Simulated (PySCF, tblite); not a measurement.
A database entry of computed molecular properties. Lists by class give the value and the number of equivalent atoms.

```json
{
 "formula": "C5H11OP",
 "smiles": "C/C=P\\CCCO",
 "charge": 0,
 "multiplicity": 1,
 "geometry_level": "GFN2-xTB",
 "atoms_angstrom": [
  ["C", 2.434, 0.135, 0.456],
  ["C", 2.185, -0.116, -0.99],
  ["P", 0.894, -0.807, -1.8],
  ["C", -0.314, -1.249, -0.433],
  ["C", -1.08, -0.047, 0.112],
  ["C", -1.943, 0.605, -0.969],
  ["O", -2.642, 1.733, -0.502],
  ["H", 2.39, 1.207, 0.66],
  ["H", 1.714, -0.364, 1.099],
  ["H", 3.436, -0.204, 0.722],
  ["H", 2.988, 0.215, -1.64],
  ["H", 0.22, -1.761, 0.371],
  ["H", -1.023, -1.965, -0.86],
  ["H", -1.721, -0.372, 0.939],
  ["H", -0.387, 0.703, 0.499],
  ["H", -2.639, -0.139, -1.385],
  ["H", -1.306, 0.968, -1.78],
  ["H", -3.214, 1.463, 0.226]
 ],
 "electronic_structure_code": "PySCF",
 "results": {
  "GFN2-xTB geometry": {
   "point_group": "C1",
   "rotational_constants_GHz": [3.421, 1.086, 0.987]
  },
  "B3LYP/def2-SVPD ground state and vertical TDDFT (core frozen in the response)": {
   "dipole_D": 2.59,
   "homo_eV": -6.77,
   "lumo_eV": -1.5,
   "S1_eV": 4.48,
   "strongest_line_of_8_singlets_eV": 5.32,
   "T1_tda_eV": 2.88,
   "polarisability_au": 94.0,
   "r2_bohr2_about_centre_of_nuclear_charge": 1261.9,
   "singlets_eV_and_f": [
    [4.48, 0.008],
    [5.32, 0.2],
    [5.55, 0.042],
    [6.18, 0.003],
    [6.28, 0.004],
    [6.45, 0.006],
    [6.54, 0.019],
    [6.68, 0.01]
   ],
   "triplets_tda_eV": [2.88, 3.66, 5.49]
  },
  "PBE0/pcSseg-1 ground state and GIAO shieldings, non-relativistic": {
   "shift_vs_computed_TMS_C_by_class_ppm": [
    [198.1, 1],
    [68.4, 1],
    [39.0, 1],
    [26.5, 1],
    [23.2, 1]
   ],
   "shift_vs_computed_TMS_H_by_class_ppm": [
    [8.68, 1],
    [3.98, 2],
    [2.47, 3],
    [2.14, 2],
    [1.81, 2],
    [0.07, 1]
   ],
   "shielding_other_nuclei_by_class_ppm": [
    ["O", 288.5, 1],
    ["P", 19.5, 1]
   ],
   "charges_hirshfeld_e_by_atom": [-0.12, -0.09, 0.08, -0.12, -0.08, 0.0, -0.23, 0.05, 0.04, 0.05, 0.04, 0.04, 0.04, 0.03, 0.03, 0.03, 0.03, 0.16]
  },
  "GFN2-xTB harmonic vibrations, gas phase": {
   "strongest_ir_bands_cm-1_km_per_mol_modes": [
    [349.5, 141.8, 1],
    [1065.7, 64.7, 1],
    [1326.0, 54.6, 1],
    [2866.7, 61.8, 1],
    [2926.3, 47.6, 1],
    [2957.9, 54.7, 1]
   ],
   "zpe_kcal_per_mol": 94.4
  }
 }
}
```

The principal polarisabilities are 78.2, 91.9 and 111.9 au; their mean is the isotropic value. S1 lies 0.79 eV below the HOMO–LUMO gap; its leading configuration is HOMO−1→LUMO, weight 0.97.

 NMR classes are plain means over equivalent atoms (diastereotopic ones count apart unless rotation or inversion swaps them), as if these changed places fast; in this geometry the members of some classes differ.

Shape of the structure used: `[CH3:1]/[CH:2]=[P:3]\[CH2:4][CH2:5][CH2:6][OH:7]`: C2–P3–C4–C5 77°, P3–C4–C5–C6 62°, C4–C5–C6–O7 -179°, H–O7–C6–C5 -60°.

One conformer stands for the species.
